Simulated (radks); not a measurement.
The numbers below are computed, except where a source is named.
Problem. These are the eigenvalues of the occupied orbitals of an atom or ion with whole-number occupations (hartree). Code: a radial shooting solver on a logarithmic mesh with Libxc functionals. Model: non-relativistic Kohn-Sham, Slater X-alpha with alpha = 0.562, spin-polarised, spherical densities, point nucleus.

orbital  eigenvalue
1s up     -1454.472
1s down   -1454.472
2s up     -226.6004
2s down   -226.5993
2p up     -214.5072
2p down   -214.5066
3s up     -48.71011
3s down   -48.67998
3p up     -43.46245
3p down   -43.43462
3d up     -33.66980
3d down   -33.64894
4s up      -9.61074
4s down    -9.53886
4p up      -7.65085
4p down    -7.57872
4d up      -4.20855
4d down    -4.13611
5s up      -1.41807
5s down    -1.37068
5p up      -0.90397
5p down    -0.86249
6s up      -0.26032
4f up      -0.25563

Which element is it, and in what charge state? The configuration may be excited. Open shells, if any, are filled with parallel spins first.

Solution. Z = 59, praseodymium, charge +1: Pr+ in [Xe] 4f3 6s1. The list shows which subshells hold electrons but not how many an open one holds; the 1s level, -1454.5 hartree, gives Z - s = 53.9 by -(Z - s)^2/2, which with screening narrows Z to a few neighbours, and the depths of the outer levels then fix element, charge and occupations together.
